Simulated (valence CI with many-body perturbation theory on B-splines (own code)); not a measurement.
## Tc³⁷⁺ in brief

Calculated by valence CI with perturbative core correlation (CI+MBPT): four valence electrons over a frozen Dirac-Fock core [He], radial functions for each j: 11 s, 11 p, 9 d, 7 f, 5 g, 2 h, 1 i, with the one-electron correlation potential Σ1, the two-electron term Σ2, the three-electron term Σ3, Breit, model QED; selected CI, second order for the rest (own B-spline code, finite nucleus).

No measured spectrum was set against this ion. As an estimate, large intervals hold to a few tenths of a per cent, small ones and those within an open d or f shell to about a per cent. Among the levels kept, up to 290 cm⁻¹ of a level comes from second order outside the variational space, and about a tenth of that is noise between levels of different J, which matters for small intervals.

Levels are named by their leading jj configuration (3d3/2^4 stands for four electrons in 3d with j = 3/2), which in mixed levels can hold well under half, so a name can repeat and another be missing.

Rates and lifetimes use the calculated energies. Strong lines usually hold to 10 to 20 %, long lifetimes can be off by a factor of two.

**Question.** What is the ground level?

**Answer.** (2s^2 2p1/2^2) J=0, composition 74 % 2s2 2p2 3P + 25 % 2s2 2p2 1S.

**Question.** Among levels below 27646 × 10³ cm⁻¹, which E1 lines absorb most strongly from the ground level?

**Answer.** to (2s^2 2p1/2 3d3/2) J=1 at 0.3935 nm, f = 1.42; to (2s 2p1/2^2 3p3/2) J=1 at 0.3847 nm, f = 0.403; to (2s 2p1/2^2 2p3/2) J=1 at 4.186 nm, f = 0.132.

**Question.** Name the longest-lived excited levels whose lifetime is computed, and their main decay.

**Answer.** (2s^2 2p1/2 2p3/2) J=2 at 1035.1 × 10³ cm⁻¹ lives 83.7 μs, mostly by M1 to (2s^2 2p1/2 2p3/2) J=1; (2s^2 2p1/2 2p3/2) J=1 at 932.98 × 10³ cm⁻¹ lives 92.6 ns, mostly by M1 to (2s^2 2p1/2^2) J=0; (2s^2 2p3/2^2) J=2 at 2040.3 × 10³ cm⁻¹ lives 48.8 ns, mostly by M1 to (2s^2 2p1/2 2p3/2) J=1.

**Question.** How well does LS coupling describe the low levels?

**Answer.** Among the lowest 20 levels the leading LS term, summed over configurations, holds 65 % on average. For single configurations the figures are 65 % in LS and 96 % in jj coupling. Terms mix most in the J = 1 level at 3395.3 × 10³ cm⁻¹, where the leading one holds 36 %.

**Question.** What is the ionisation energy?

**Answer.** 5370.7 eV; NIST lists 5361 ± 6 eV (semi-empirical).

**Question.** What are the static dipole polarisabilities of the lowest levels?

**Answer.** (2s^2 2p1/2^2) J=0 0.00133; (2s^2 2p1/2 2p3/2) J=1 0.00163 (tensor 8.8e-05) bohr³, of which the core gives 2.45e-06.

**Question.** Where does the other parity begin?

**Answer.** At (2s 2p1/2^2 2p3/2) J=2, 1991.3 × 10³ cm⁻¹.
